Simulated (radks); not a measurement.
Values are calculated unless marked as measured or tabulated.
Spherical jellium clusters: N electrons in a uniform positive sphere of charge N and radius rs N^(1/3), rs = 4.26 bohr. Level of theory: non-relativistic Kohn-Sham, PBEsol, spin-polarised, spherical densities (a radial shooting solver with Libxc functionals). Levels are named by radial order and angular momentum (1s, 1p, 1d, 2s, ...), and open shells are averaged over m.

N = 6, configuration 1s2 1p(up 3, down 1). This is the lowest configuration that the search found. Occupied levels:

| level | occupation | eigenvalue (eV) | <r> (bohr) |
|---|---|---|---|
| 1s up | 1 | -4.2189 | 5.330 |
| 1s down | 1 | -3.8588 | 5.173 |
| 1p up | 3 | -2.9782 | 6.478 |
| 1p down | 1 | -2.5464 | 6.499 |

Energy (eV): total -10.0986, kinetic 9.4659, external -148.00, Hartree 72.450, exchange-correlation -19.949, background 75.930.
